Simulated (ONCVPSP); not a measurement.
Which change was made? (H, ONCV)

ONCVPSP 4.0.1 input, shortened (lines: element, Z, core and valence counts, functional; n l f; lmax; l rc ep ncon nbas qcut; lloc lpopt rc5 dvloc0; l nproj debl; icmod fcfact rcfact), PBE, scalar-relativistic:

```
  H 1.00    0    1        4      upf
    1    0    1.00
    1
    0    1.25    0.00    4    7    4.90
    1    1.25    0.45    4    7    7.90
    4    5    0.95    0.00
    0    1    3.20
    1    2    3.40
    0    0.00    0.00
```

Cutoffs, loose and tight: the cutoffs (Ha) at which the residual kinetic energy of the hardest occupied pseudo-wave falls to 1 and 0.1 mHa per electron. They do not see the model core or the augmentation charge, which bear on the density cutoff. Test errors are all-electron minus pseudo excitation energies from the reference, over the configurations 1s0.5; variants that change the core or the reference have their own tests.

The base gives: outcome: generated; cutoff, loose: 13 Ha; cutoff, tight: 61 Ha; bound ghosts: none; GHOST(+) flags above zero: none.

**Question.** After one change the result is: outcome: generated; cutoff, loose: 10 Ha; cutoff, tight: 31 Ha; bound ghosts: none; GHOST(+) flags above zero: none. Which change was it?
A. s: rc 1.44
B. s: rc 0.98
C. s: rc 0.9; local potential polynomial inside 0.90 bohr (lpopt 5, dvloc0 0 Ha)
D. s: rc 1.08
E. s: rc 1.7

**Answer.** A. The others give: s: rc 1.7 → outcome: generated; cutoff, loose: 8.8 Ha; cutoff, tight: 12 Ha; bound ghosts: none; GHOST(+) flags above zero: none | s: rc 0.98 → outcome: generated; cutoff, loose: 20 Ha; cutoff, tight: 105 Ha; bound ghosts: none; GHOST(+) flags above zero: none | s: rc 0.9; local potential polynomial inside 0.90 bohr (lpopt 5, dvloc0 0 Ha) → outcome: generated; cutoff, loose: 23 Ha; cutoff, tight: 126 Ha; bound ghosts: none; GHOST(+) flags above zero: none | s: rc 1.08 → outcome: generated; cutoff, loose: 16 Ha; cutoff, tight: 86 Ha; bound ghosts: none; GHOST(+) flags above zero: none.
